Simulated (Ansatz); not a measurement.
Al2P2⁻. Total charge -1; doublet. Geometry B3LYP-D4/def2-TZVPD; atoms count from 1.

Cartesian coordinates in Å:
```
Al -1.2785 -0.1074 -0.4924
Al 1.2784 0.1074 0.4924
P 0.6629 0.0563 -1.7336
P -0.6629 -0.0563 1.7336
```

The charge -1 doublet is spin-contaminated (final ⟨S²⟩ up to 0.86, 0.75 for a pure state). Another isomer (doublet) lies 0.24 eV lower at PBE0-D4/def2-TZVPD; other spin states weren't run for this one.

**Question.** Estimate the Mulliken populations from the PBE0/def2-TZVPD orbitals of Ansatz.

**Answer.** 
```tsv
atom	charge (e)	spin (α − β)
Al1	-0.28	0.10
Al2	-0.28	-0.34
P3	-0.22	0.62
P4	-0.22	0.62
```
Mulliken values and Mayer orders depend strongly on the basis. With diffuse functions, as here, like atoms can get unlike values, and bond orders can come out too low or too high.

**Question.** Where does the spin sit?

**Answer.** Summed by element: Al -0.25, P 1.25, of 1 unpaired in all. Largest on single atoms: P3 0.62, P4 0.62, Al2 -0.34.

**Question.** And the Mayer bond orders between bonded heavy atoms (over 0.3)?

**Answer.** Al1–Al2 0.75 (2.75 Å); Al1–P3 1.06 (2.31 Å); Al1–P4 1.06 (2.31 Å); Al2–P3 1.06 (2.31 Å); Al2–P4 1.06 (2.31 Å). Values over 0.3 also appear between atoms too far apart for a bond (P3–P4 0.39 at 3.71 Å); they arise where an orbital or an unpaired electron spreads over both atoms.
